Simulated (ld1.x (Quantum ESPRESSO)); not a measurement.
## Reading a pseudo-wave (Mg (Z = 12))

Columns: radius, all-electron u(r) and pseudo u(r) of the 3s shell (level -4.79 eV) of magnesium in the configuration [Ne] 3s2 3p0; LDA (PZ), scalar-relativistic, TM semilocal scheme, ld1.x (Quantum ESPRESSO) 7.5.

| r (bohr) | all-electron | pseudo |
| --- | --- | --- |
| 0.132 | 0.0692 | 0.0230 |
| 0.265 | -0.1300 | 0.0469 |
| 0.398 | -0.2366 | 0.0721 |
| 0.530 | -0.2397 | 0.0991 |
| 0.663 | -0.1783 | 0.1290 |
| 0.795 | -0.0858 | 0.1619 |
| 0.928 | 0.0183 | 0.1989 |
| 1.060 | 0.1205 | 0.2397 |
| 1.193 | 0.2159 | 0.2846 |
| 1.325 | 0.2998 | 0.3321 |
| 1.458 | 0.3726 | 0.3815 |
| 1.590 | 0.4330 | 0.4299 |
| 1.723 | 0.4827 | 0.4754 |
| 1.855 | 0.5217 | 0.5151 |
| 1.988 | 0.5518 | 0.5475 |
| 2.120 | 0.5733 | 0.5713 |
| 2.252 | 0.5876 | 0.5869 |
| 2.385 | 0.5955 | 0.5954 |
| 2.518 | 0.5979 | 0.5979 |
| 2.650 | 0.5955 | 0.5955 |
| 2.782 | 0.5891 | 0.5891 |
| 2.915 | 0.5793 | 0.5793 |
| 3.048 | 0.5668 | 0.5668 |
| 3.180 | 0.5521 | 0.5521 |
| 3.312 | 0.5357 | 0.5357 |
| 3.445 | 0.5177 | 0.5177 |

Question: How many radial nodes do the two functions have?

Answer: The all-electron 3s function has n − l − 1 = 2; the pseudo-wave has 0, since the states of the same l below it are removed with the core.

Question: At about which radius was the pseudo-wave matched?

Answer: 2.65 bohr. The columns agree to 0.0005 from 2.38 bohr on; several derivatives are matched, so the curves merge somewhat inside the radius.

Question: Is the pseudo-wave norm-conserving?

Answer: Yes: the TM semilocal scheme keeps the norm inside the radius equal to the all-electron one, which fixes the energy derivative of the logarithmic derivative at the level.
